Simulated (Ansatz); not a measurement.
The cluster Na6. Total charge 0; singlet. Geometry B3LYP/def2-SVP; atoms count from 1.

```xyz
6

Na    3.051    2.271    0.996
Na    1.932   -0.789    0.002
Na   -0.309    1.999    0.525
Na   -3.646    1.492   -0.002
Na    0.593   -3.763   -0.988
Na   -1.621   -1.210   -0.532
```

The restricted singlet is unstable towards broken spin symmetry in Hartree–Fock (as tested in another run); at PBE0/def2-TZVP this wasn't settled. The structure comes from a short search, and lower isomers may exist.

Question: Estimate the Mulliken populations from the PBE0/def2-TZVP orbitals of Ansatz.

Answer: 
| atom | charge (e) |
| --- | --- |
| Na1 | -0.17 |
| Na2 | 0.17 |
| Na3 | 0.17 |
| Na4 | -0.17 |
| Na5 | -0.17 |
| Na6 | 0.17 |
Mulliken values and Mayer orders depend strongly on the basis.

Question: And the Mayer bond orders between bonded heavy atoms (over 0.3)?

Answer: Na1–Na2 0.42 (3.41 Å); Na1–Na3 0.42 (3.40 Å); Na2–Na5 0.42 (3.41 Å); Na3–Na4 0.42 (3.42 Å); Na4–Na6 0.42 (3.42 Å); Na5–Na6 0.42 (3.41 Å).
